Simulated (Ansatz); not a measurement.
The same group exchange along the group Mg, Zn, Cd.

Program: Ansatz. Geometries: PBE0-D4/def2-TZVP. ΔE: electronic, gas phase. CBS: MP2 limit from def2 TZ/QZ plus the TZ coupled-cluster correction, frozen cores. def2 core potentials past Kr. For Cd, Mg, Zn outer-core shells are correlated without core-valence functions, which leaves a few kJ/mol of doubt a bond. Scalar relativity is left out up to krypton. One conformer a species, not always the lowest.

Question: Order these by ΔE at CCSD(T)/CBS, lowest first. (Best estimate.)
A. `[SiH3][O][Mg][Cl]` + `C=CCCC` → `C[CH2][Mg][Cl]` + `C=CCO[SiH3]`
B. `[SiH3][O][Zn][Cl]` + `C=CCCC` → `C[CH2][Zn][Cl]` + `C=CCO[SiH3]`
C. `[SiH3][O][Cd][Cl]` + `C=CCCC` → `C[CH2][Cd][Cl]` + `C=CCO[SiH3]`

Answer: C (+22.6 kcal/mol), B (+30.9 kcal/mol), A (+56.3 kcal/mol).

Largest T1 diagnostic: 0.015, for `[SiH3][O][Zn][Cl]`.
